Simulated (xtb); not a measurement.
C3H10B3O3, charge +1, singlet, geometry from GFN2-xTB; GFN2-xTB run with xtb.

Input for xtb:
```
$ xtb mol.xyz --gfn 2 --chrg 1 --ohess --json

# file mol.xyz
19

C      1.55017480     2.52376653     0.43186327
B      0.74441431     1.20639358     0.21146577
O     -0.63297883     1.19769932     0.08470926
B     -1.40764061     0.15281059    -0.10721144
C     -2.96598204     0.14797066    -0.23653381
O     -0.69256398    -1.12749516    -0.19046388
B      0.76911319    -1.19419293    -0.06915601
C      1.46627084    -2.58911906    -0.18322750
O      1.35348684    -0.03089726     0.11833668
H      1.62532102     3.08286401    -0.50051865
H      2.56270630     2.34106553     0.77664846
H      1.05399689     3.19003835     1.13286680
H     -3.43049075     0.35078071     0.72812695
H     -3.30896210     0.94805819    -0.88868509
H     -3.38149943    -0.78580665    -0.60502846
H     -1.19421256    -1.94211873    -0.32808476
H      0.78690927    -3.43516332    -0.12737374
H      2.22242057    -2.71480915     0.58851612
H      2.00804252    -2.67012884    -1.12522737
```

Q: Predict the main parts of the log of this xtb run.

A: 
```
   ID    Z sym.   atoms
    1    6 C      1, 5, 8
    2    5 B      2, 4, 7
    3    8 O      3, 6, 9
    4    1 H      10-19

           -------------------------------------------------
          |                Calculation Setup                |
           -------------------------------------------------

           -------------------------------------------------
          |                 G F N 2 - x T B                 |
           -------------------------------------------------

          ...................................................
          :                      SETUP                      :
          :.................................................:
          :  # basis functions                  46          :
          :  # atomic orbitals                  46          :
          :  # shells                           28          :
          :  # electrons                        48          :
          :  max. iterations                   250          :
          :  Hamiltonian                  GFN2-xTB          :
          :  restarted?                      false          :
          :  GBSA solvation                  false          :
          :  PC potential                    false          :
          :  electronic temp.          300.0000000     K    :
          :  accuracy                    1.0000000          :
          :  -> integral cutoff          0.2500000E+02      :
          :  -> integral neglect         0.1000000E-07      :
          :  -> SCF convergence          0.1000000E-05 Eh   :
          :  -> wf. convergence          0.1000000E-03 e    :
          :  Broyden damping             0.4000000          :
          :  net charge                          1          :
          :  unpaired electrons                  0          :
          ...................................................

 iter      E             dE          RMSdq      gap      omega  full diag
   1    -27.0493682 -0.270494E+02  0.778E+00    6.74       0.0  T
   2    -27.4753508 -0.425983E+00  0.539E+00    3.96       1.0  T
   3    -27.5052506 -0.298999E-01  0.268E+00    5.04       1.0  T
   4    -27.5128762 -0.762556E-02  0.839E-01    4.59       1.0  T
   5    -27.5253297 -0.124535E-01  0.380E-01    4.99       1.0  T
   6    -27.5271924 -0.186262E-02  0.133E-01    4.92       1.0  T
   7    -27.5274732 -0.280812E-03  0.296E-02    4.88       1.0  T
   8    -27.5274795 -0.636631E-05  0.232E-02    4.88       1.0  T
   9    -27.5274905 -0.110082E-04  0.402E-03    4.88       5.7  T
  10    -27.5274907 -0.176138E-06  0.121E-03    4.88      19.0  T
  11    -27.5274907 -0.163795E-07  0.487E-04    4.88      47.1  T
  12    -27.5274907  0.105906E-09  0.313E-04    4.88      73.3  T

   *** convergence criteria satisfied after 12 iterations ***

         :::::::::::::::::::::::::::::::::::::::::::::::::::::
         ::                     SUMMARY                     ::
         :::::::::::::::::::::::::::::::::::::::::::::::::::::
         :: total energy             -27.245185767422 Eh    ::
         :: gradient norm              0.000052015925 Eh/a0 ::
         :: HOMO-LUMO gap              4.876378084964 eV    ::
         ::.................................................::
         :: SCC energy               -27.527460919073 Eh    ::
         :: -> isotropic ES            0.190159883196 Eh    ::
         :: -> anisotropic ES          0.000032374560 Eh    ::
         :: -> anisotropic XC          0.003990586312 Eh    ::
         :: -> dispersion             -0.009638874969 Eh    ::
         :: repulsion energy           0.282275151650 Eh    ::
         :: add. restraining           0.000000000000 Eh    ::
         :: total charge               1.000000000000 e     ::
         :::::::::::::::::::::::::::::::::::::::::::::::::::::

      -----------------------------------------------------------
     |                   =====================                   |
[...]
 * total energy  :   -27.2451858 Eh     change       -0.2262531E-08 Eh
   *** GEOMETRY OPTIMIZATION CONVERGED AFTER 1 ITERATIONS ***
         :: total energy             -27.245185769685 Eh    ::
[...]
           -------------------------------------------------

c1  symmetry found (for desy threshold:  0.10E+00) used in thermo
 inverting freq            1   14.792540491678521
 inverting freq            2   14.266057573967631

          ...................................................
          :                      SETUP                      :
          :.................................................:
          :  # frequencies                          51      :
          :  # imaginary freq.                       0      :
          :  linear?                             false      :
          :  only rotor calc.                    false      :
          :  symmetry                               c1      :
          :  rotational number                       1      :
          :  scaling factor                  1.0000000      :
          :  rotor cutoff                   50.0000000 cm⁻¹ :
          :  imag. cutoff                  -20.0000000 cm⁻¹ :
          :.................................................:

    mode    ω/cm⁻¹     T·S(HO)/kcal·mol⁻¹    T·S(FR)/kcal·mol⁻¹   T·S(vib)
   ------------------------------------------------------------------------
       1     14.79    -2.15658 (  0.76%)    -1.41649 ( 99.24%)    -1.42212
       2     14.27    -2.17804 (  0.66%)    -1.42720 ( 99.34%)    -1.43214
       3      8.04    -2.51778 (  0.07%)    -1.59642 ( 99.93%)    -1.59704
       4     90.33    -1.08912 ( 91.42%)    -0.88120 (  8.58%)    -1.07128
       5    106.34    -0.99421 ( 95.34%)    -0.83287 (  4.66%)    -0.98669
       6    123.97    -0.90562 ( 97.42%)    -0.78745 (  2.58%)    -0.90257
       7    199.06    -0.63856 ( 99.60%)    -0.64720 (  0.40%)    -0.63859
       8    201.74    -0.63123 ( 99.62%)    -0.64324 (  0.38%)    -0.63127
   ------------------------------------------------------------------------

   temp. (K)  partition function   enthalpy   heat capacity  entropy
                                   cal/mol     cal/K/mol   cal/K/mol   J/K/mol
 298.15  VIB  0.825E+06             5708.527     31.570     38.072
         ROT  0.554E+06              888.752      2.981     29.262
         INT  0.457E+12             6597.279     34.551     67.334
         TR   0.138E+28             1481.254      4.968     40.401
         TOT                        8078.5331    39.5193   107.7353   450.7643

       T/K    H(0)-H(T)+PV         H(T)/Eh          T*S/Eh         G(T)/Eh
   ------------------------------------------------------------------------
    298.15    0.128740E-01    0.157496E+00    0.511885E-01    0.106308E+00
   ------------------------------------------------------------------------

         :::::::::::::::::::::::::::::::::::::::::::::::::::::
         ::                  THERMODYNAMIC                  ::
         :::::::::::::::::::::::::::::::::::::::::::::::::::::
         :: total free energy         -27.138878001956 Eh   ::
         ::.................................................::
         :: total energy              -27.245185769685 Eh   ::
         :: zero point energy           0.144622301830 Eh   ::
         :: G(RRHO) w/o ZPVE           -0.038314534101 Eh   ::
         :: G(RRHO) contrib.            0.106307767729 Eh   ::
         :::::::::::::::::::::::::::::::::::::::::::::::::::::
imag cut-off (cm-1) :    5.00
 found            2  significant imaginary frequencies
 writing imag mode distorted coords to xtbhess.xyz
 for further optimization.

optimized geometry written to: xtbopt.xyz

           -------------------------------------------------
          | TOTAL ENERGY              -27.245185769685 Eh   |
          | TOTAL ENTHALPY            -27.087689505863 Eh   |
          | TOTAL FREE ENERGY         -27.138878001956 Eh   |
          | GRADIENT NORM               0.000052878385 Eh/α |
          | HOMO-LUMO GAP               4.876501594457 eV   |
           -------------------------------------------------

normal termination of xtb
```
